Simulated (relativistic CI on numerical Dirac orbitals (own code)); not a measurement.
# Yb⁴²⁺: sensitivity of the levels to the model

Base calculation: Dirac-Coulomb-Breit CI, orbitals from a KLI potential per configuration, a model potential for QED, unscaled Slater integrals.

Configuration list (outside the closed core [Ne]): 3s2 3p6 3d10, 3s2 3p6 3d9 4s, 3s2 3p6 3d9 4p, 3s2 3p6 3d9 4d, 3s2 3p5 3d10 4s, 3s2 3p6 3d9 4f, 3s2 3p5 3d10 4p, 3s2 3p6 3d8 4s2, 3s2 3p5 3d10 4d, 3s2 3p6 3d8 4s 4p, 3s 3p6 3d10 4s, 3s2 3p6 3d9 5s, 3s2 3p6 3d8 4p2, 3s2 3p5 3d10 4f, 3s2 3p6 3d8 4s 4d, 3s2 3p6 3d9 5p. Levels of other configurations are missing.

Variants: (1) configuration mixing switched off. Shifts of the energy above 3s2 3p6 3d10 1S_0, in eV, for the lowest level and the first level of each name with at least 55 % of one term (blank where a level changes its place among those of its configuration and J or its character, or is not in the variant):

```
               Level     Base   Δ(1)
   3s2 3p6 3d10 1S_0     0.00   0.00
 3s2 3p6 3d9 4s 3D_3  1338.28  +0.26
 3s2 3p6 3d9 4s 1D_2  1340.00  +0.22
 3s2 3p6 3d9 4s 3D_1  1388.93  +0.23
 3s2 3p6 3d9 4s 3D_2  1390.07  +0.16
3s2 3p6 3d9 4p 3F°_2  1476.11  +0.13
3s2 3p6 3d9 4p 3F°_4  1502.05  +0.17
3s2 3p6 3d9 4p 1P°_1  1504.97  +0.60
3s2 3p6 3d9 4p 3D°_3  1506.83  +0.01
3s2 3p6 3d9 4p 3P°_0  1549.61  +0.49
 3s2 3p6 3d9 4d 1P_1  1651.53  +0.55
 3s2 3p6 3d9 4d 3G_5  1652.95  +0.03
 3s2 3p6 3d9 4d 3D_3  1656.60  +0.11
 3s2 3p6 3d9 4d 3F_4  1658.35  -0.05
```

At this charge energies of transitions that change n are usually good to better than 1 %, and those within a shell (Δn = 0) to a few per cent.

Ionisation energy from the two ground configurations alone: base 3442.97 eV. The NIST ASD value (theoretical) is 3443 eV.

LS names give the leading component of a level, which can be under half, so a name can repeat, a term be missing and a line seem to break the LS rules.
